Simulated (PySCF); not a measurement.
Quadrupolar nuclei of `COC(=O)[Si@@H]1CCCO1` in NMR

C5H10O3Si.
Geometry (PBE0-D3(BJ)/def2-SVP, Å), atoms numbered from 1 in this order:
```
atom  x, y, z in Å
C1     3.680   -0.014   -0.840
O2     2.344    0.286   -1.225
C3     1.386   -0.086   -0.368
O4     1.616   -0.639    0.681
Si5   -0.413    0.327   -0.907
C6    -1.301    1.115    0.556
C7    -2.529    0.197    0.684
C8    -2.118   -1.206    0.232
O9    -1.309   -1.088   -0.927
H10    4.322    0.326   -1.661
H11    3.944    0.507    0.092
H12    3.805   -1.095   -0.678
H13   -0.439    0.992   -2.237
H14   -1.569    2.175    0.445
H15   -0.644    1.022    1.436
H16   -2.930    0.176    1.710
H17   -3.336    0.562    0.027
H18   -1.551   -1.719    1.031
H19   -2.992   -1.831   -0.013
```

Computed at PBE0/pcSseg-1 (PySCF, non-relativistic):

```
atom                               environment  nucleus  spin I    Q (b)  CQ = χzz (MHz)      η
  O2  oxygen singly bound to a carbonyl carbon      17O     5/2  -0.0256         -10.093  0.299
  O4                           carbonyl oxygen      17O     5/2  -0.0256           9.332  0.297
  O9                        silyl ether oxygen      17O     5/2  -0.0256         -10.064  0.476
```

**Question.** Recover the principal values of the field gradient from CQ = 234.96 MHz × Q × Vzz, η = (Vxx − Vyy)/Vzz and a zero trace.

**Answer.** The tensor is traceless, so η fixes the two smaller values:

```
atom  Vxx (au)  Vyy (au)  Vzz (au)  Vzz (10²¹ V/m²)
  O2    -0.588    -1.090     1.678            16.30
  O4     0.545     1.006    -1.551           -15.08
  O9    -0.439    -1.234     1.673            16.26
```

**Question.** Give the quadrupolar product PQ = |CQ|√(1 + η²/3), the quadrupolar frequency νQ = 3|CQ|/[2I(2I − 1)] and the Larmor frequency ν0 = |g| × 7.62259 MHz/T × B at 7.05 T, with g(17O) = −0.75752.

**Answer.** 
| atom | PQ (MHz) | νQ (MHz) | ν0 (MHz) | νQ/ν0 |
| --- | --- | --- | --- | --- |
| O2 | 10.24 | 1.514 | 40.71 | 0.037 |
| O4 | 9.469 | 1.400 | 40.71 | 0.034 |
| O9 | 10.44 | 1.510 | 40.71 | 0.037 |

For O2: PQ = 10.09 × 1.0148, νQ = 10.09 × 0.1500, ν0 = 5.7742 MHz/T × 7.05 T.

**Question.** For half-integer spins with νQ below a tenth of ν0, find the second-order shift of the centre of gravity of the central transition at 7.05 and 14.1 T.

**Answer.** δ = −(3/40)(PQ/ν0)² [I(I + 1) − 3/4]/[I²(2I − 1)²], in ppm:

| site | 7.05 T | 14.1 T |
| --- | --- | --- |
| 17O at O2 | -380 | -94.9 |
| 17O at O4 | -325 | -81.2 |
| 17O at O9 | -394 | -98.6 |

**Question.** In the extreme-narrowing limit, with isotropic tumbling and one correlation time, the quadrupolar linewidth goes as PQ². What relative widths follow for the 17O sites?

**Answer.** O9 1, O2 0.96, O4 0.82, with O9 as 1.

Geometry: PBE0-D3(BJ)/def2-SVP, one conformer, isolated molecule. A larger basis could move these couplings by a tenth or more.
